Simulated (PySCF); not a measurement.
**Assignment exercise: C$_{10}$H$_{12}$O$_{2}$**

Geometry:
```csv
atom,x (Å),y (Å),z (Å)
C1,-3.369,0.155,0.106
C2,-2.198,-0.145,1.015
C3,-2.135,0.741,2.244
O4,-1.010,0.047,0.228
C5,0.067,-0.675,0.549
O6,0.091,-1.476,1.452
C7,1.231,-0.381,-0.332
C8,1.161,0.551,-1.373
C9,2.280,0.786,-2.167
C10,3.467,0.095,-1.926
C11,3.538,-0.835,-0.887
C12,2.422,-1.073,-0.092
H13,-4.316,0.010,0.645
H14,-3.328,1.196,-0.250
H15,-3.362,-0.512,-0.769
H16,-2.214,-1.200,1.332
H17,-3.042,0.613,2.853
H18,-1.267,0.477,2.864
H19,-2.057,1.800,1.953
H20,0.226,1.084,-1.549
H21,2.226,1.513,-2.982
H22,4.344,0.282,-2.551
H23,4.468,-1.375,-0.698
H24,2.447,-1.794,0.728
```

Single conformer, no relativistic terms, equivalent nuclei averaged, no solvent. Shieldings: GIAO PBE0/pcSseg-1; B3LYP/pcJ-1 coupling constants (without the spin–dipole term); PBE0-D3(BJ)/def2-SVP geometry; PySCF 2.14.

Scale: TMS for ¹³C and ¹H (reference shieldings calculated alike).

Question: Assign these signals to the numbered atoms. ¹³C{¹H} NMR (computed): δ 168.6, 138.6, 136.3, 134.4, 133.3, 66.8, 22.7.

Answer: 
```tsv
δ (ppm)	atoms	environment	reason
168.6	C5	ester carbonyl carbon	it is a carbonyl in resonance with an O or N lone pair, the region of acids, esters and amides
138.6	C10	aromatic CH	the aromatic region
136.3	C8/C12	aromatic CH	–
134.4	C7	substituted aromatic carbon	–
133.3	C9/C11	aromatic CH	the aromatic region
66.8	C2	sp3 CH bonded to O	pulled downfield by the heteroatom
22.7	C1/C3	methyl carbon	saturated and bonded to C and H only
```

C8/C12 and C7; C7 and C9/C11 lie closer than the usual error of such a calculation, so a measured spectrum could show them in the other order.

Question: Assign these signals to the numbered atoms. ¹H NMR (600 MHz, computed): δ 8.38 (m, 2H), 7.62 (m, 1H), 7.55 (m, 2H), 5.17 (sept, J = 7.1 Hz, 1H), 1.35 (d, J = 7.1 Hz, 6H).

Answer: 
```tsv
δ (ppm)	atoms	environment	reason
8.38	H20/H24	hydrogen on an aromatic CH	ring current plus the deshielding of an ortho carbonyl group
7.62	H22	hydrogen on an aromatic CH	–
7.55	H21/H23	hydrogen on an aromatic CH	–
5.17	H16	hydrogen on an sp3 CH bonded to O	its carbon carries O, an electronegative neighbour
1.35	H13/H14/H15/H17/H18/H19	hydrogen on a methyl carbon	–
```

H22 and H21/H23 lie closer than the usual error of such a calculation, so a measured spectrum could show them in the other order.

Splittings below 1 Hz are ignored in the labels, and close J values are merged. Couplings among chemically equivalent protons are left out too, so labels in AA′BB′ or AA′XX′ sets are apparent multiplicities. Unscaled 3J(H,H) at this level run about 10 % above measured values. Shifts are as computed. Against solution values, carbons near 30 ppm lie about +2 ppm off and those near 130 ppm about +5 ppm (rms about the fit 1.9 ppm; single classes can miss by 10 ppm). Of 1328 compounds with measured shifts, 309 miss one by over three times the rms of a fit or turn the order of signals round; such compounds aren't used in these exercises. Signals without a measured value on file couldn't be tested in this way; 1H shifts scatter by 0.2 ppm about their fit, and single ones miss by 0.5 ppm.
